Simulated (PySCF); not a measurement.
C3H6FNSi, SMILES FC1=CCN1[SiH3]. Geometry: PBE-D3(BJ)/def2-SVP. This is a generated structure with no PubChem entry under its InChIKey; it may be hypothetical.

Computed equilibrium geometry at PBE-D3(BJ)/def2-SVP (PySCF confirms it by a frequency run) as Cartesian coordinates in Å:
```xyz
12

F     -0.5511     1.8955     0.6059
C     -0.7887     0.5994     0.4684
C     -1.6983    -0.2968     0.9300
C     -0.9358    -1.3396     0.1225
N     -0.0179    -0.2387    -0.3431
Si     1.6876    -0.2882    -0.7775
H     -2.6192    -0.2855     1.5158
H     -1.4766    -1.8045    -0.7284
H     -0.4014    -2.1167     0.7102
H      2.6312    -0.5070     0.3827
H      1.8299    -1.4338    -1.7369
H      2.0316     1.0155    -1.4351
```
